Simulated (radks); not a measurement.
Numerical settings for the silicon ion Si2+, [Ne] 3s2. Calculated with a radial shooting solver on a logarithmic mesh with Libxc functionals: scalar-relativistic Kohn-Sham, PBE, spin-polarised, spherical densities, point nucleus. The defaults (mesh step 0.008 in ln r, mesh end at 40 bohr or more with all orbitals vanishing there, Anderson mixing 0.5 over 9 steps, residual threshold near 1e-9 with the energy settled to 1e-9 hartree or 1e-11 of itself, here a cap of 60 iterations) give E = -288.9647 hartree and 3s at -28.536 eV in 14 iterations. Run on one thread of a shared host, so times are rough (Arm Neoverse V1): 0.1 s of CPU time, 0.1 s wall, 14 iterations on 2476 mesh points. Changes against that run (0 stands for a change within the tolerance of the run):

setting                    iterations         converged  E (mhartree)  e(3s) (meV)  CPU (s)
mesh step in ln r 0.08             60                no     -4.36e+03            -     0.16
mesh step in ln r 0.003            14               yes             0            0     0.26
mesh step in ln r 0.02             14               yes             0            0     0.05
mesh end (bohr) 20                 14               yes             0            0      0.1
mesh end (bohr) 1                  13  level above zero     +4.06e+04     +4.8e+05     0.07
residual threshold 0.01             9               yes             0      +0.0304     0.07
residual threshold 0.1              9               yes             0      +0.0304     0.07
mixing 1                           11               yes             0            0     0.08
linear mixing, mixing 0.2          60                no             0            0     0.36
linear mixing, mixing 0.5          31               yes             0            0     0.19
mixing history 3                   15               yes             0            0      0.1
iteration cap 2                     2                no          +410    -1.31e+04     0.02

Settled on a wrong energy, with an occupied level pushed above zero by the early mesh end: mesh end (bohr) 1 (+40.6 hartree). Apart from these: no run marked as converged misses the energy by more than 1 mhartree. A mesh that ends early acts as a hard wall.
